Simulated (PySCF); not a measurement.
These compounds are isomers of formula C6H10Si.

A. SMILES C=C(C)C#CC[SiH3]
B. `C1C[Si](C#C)(C)C1`
C. `C=C[C@@H]1[SiH2][C@H]1C=C`

Spectrum 1. $^{1}$H NMR (500 MHz, computed): δ 5.52 (m, 1H), 5.47 (m, 1H), 3.97 (t, 3H), 2.00 (q, 2H), 1.95 (s, 3H). $^{13}$C{$^{1}$H} NMR (computed): δ 135.2 (C), 127.4 (CH2), 97.1 (C), 87.4 (C), 27.2 (CH3), 1.2 (CH2).

Spectrum 2. $^{1}$H NMR (500 MHz, computed): δ 7.08 (m, 2H), 4.99 (m, 2H), 4.68 (m, 2H), 3.00 (m, 2H), 1.95 (m, 2H). $^{13}$C{$^{1}$H} NMR (computed): δ 150.2 (CH), 112.0 (CH2), 25.8 (CH).

Spectrum 3. $^{1}$H NMR (500 MHz, computed): δ 2.24 (m, 1H), 2.13 (m, 1H), 2.11 (s, 1H), 1.58 (m, 2H), 1.53 (m, 2H), 0.40 (s, 3H). $^{13}$C{$^{1}$H} NMR (computed): δ 104.6 (CH), 92.1 (C), 19.3 (CH2), 19.1 (CH2), 2.2 (CH3).

Non-relativistic Hamiltonian, one averaged value for each set of equivalent atoms, one conformer, isolated molecule. Coordinates at the GFN2-xTB level; shielding tensors at PBE0/pcSseg-1 (GIAO); PySCF 2.14.0 with density-fitted response routines.

Scale: $^{1}$H (31.72 ppm) and $^{13}$C (186.93 ppm) vs TMS (reference shieldings calculated alike). Where no couplings were computed, multiplicities follow the n + 1 count of equivalent neighbours, and m marks all less simple cases (inequivalent or close neighbours, rings, F or P nearby). Shifts are as computed. Against solution values, carbons near 30 ppm lie about +3 ppm off and those near 130 ppm about +5 ppm. Of 1211 compounds with measured shifts, 218 miss one by over three times the rms of a fit or turn the order of signals round; such compounds aren't used in these exercises.

Question: Which spectrum belongs to which compound?

Answer: 1–A, 2–C, 3–B.

- Spectrum 1 (A): 6 $^{13}$C signals; δC 135.2 is a fully substituted alkene carbon; δC 127.4 is a terminal =CH2 carbon.
- Spectrum 2 (C): 3 $^{13}$C signals; δC 150.2 is an alkene CH; δC 112.0 is a terminal =CH2 carbon.
- Spectrum 3 (B): 5 $^{13}$C signals; δC 104.6 is a terminal alkyne carbon; δC 92.1 is an alkyne carbon.
